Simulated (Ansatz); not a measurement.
Born–Oppenheimer molecular dynamics of BCl2H2N (6 atoms, charge 0, multiplicity 1). It starts from a relaxed structure.

Computed with Ansatz, RKS BLYP-D4/def2-mTZVP.

```json
{
  "ensemble": "NVT, Nosé–Hoover chain",
  "time step": "0.5 fs",
  "steps asked": "166",
  "set temperature": "700 K",
  "thermostat": "time constant 100 fs, chain length 3 (defaults)",
  "seed": "159530"
}
```

First frame:

```xyz
6
Properties=species:S:1:pos:R:3
B -0.053 0.000 -0.030
Cl -0.021 -0.404 1.714
Cl 1.474 0.405 -0.875
N -1.261 0.000 -0.728
H -2.150 -0.224 -0.288
H -1.325 0.224 -1.717
```

Q: How far do the bonds stretch over the last three quarters of this one trajectory? (Pairs bonded in most of those frames.)

A: 
```
  bond  mean (Å)  spread (Å)  shortest  longest
B1–Cl2     1.792       0.035      1.72     1.85
B1–Cl3     1.792       0.043      1.73     1.87
 B1–N4     1.407       0.050      1.32     1.48
 N4–H5     1.018       0.006      1.01     1.03
 N4–H6     1.019       0.004      1.01     1.03
```

Mean temperature of the second half: 382 K. The conserved energy stayed within 0.12 meV per atom of its start (net change 0.11 meV per atom), so the integration is sound. The mean temperature of the second half is 45 % below the set value. A run of 0.083 ps of so small a system gives no equilibrium averages.

The run took 100 s on 2 threads of Intel(R) Xeon(R) 6975P-C (Granite Rapids), with other jobs on the host, peak memory 0.17 GiB.
